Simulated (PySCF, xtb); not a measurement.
C5H7F, SMILES C=C1CC[C@@H]1F.

GFN2-xTB run with xtb at its own geometry gives an orbital gap of 5.25 eV and a dipole moment of 2.43 D.

Geometry optimised at ωB97X-D3(BJ)/def2-SVP. The structure was generated by enumeration; whether it is a known compound was not checked.

**Question.** What does CAM-B3LYP/def2-TZVP (PySCF) give? (An estimate is asked for; the answer gives what the named calculation found.)

**Answer.** gap 9.68 eV (levels -8.78 and 0.90 eV), dipole 1.90 D.
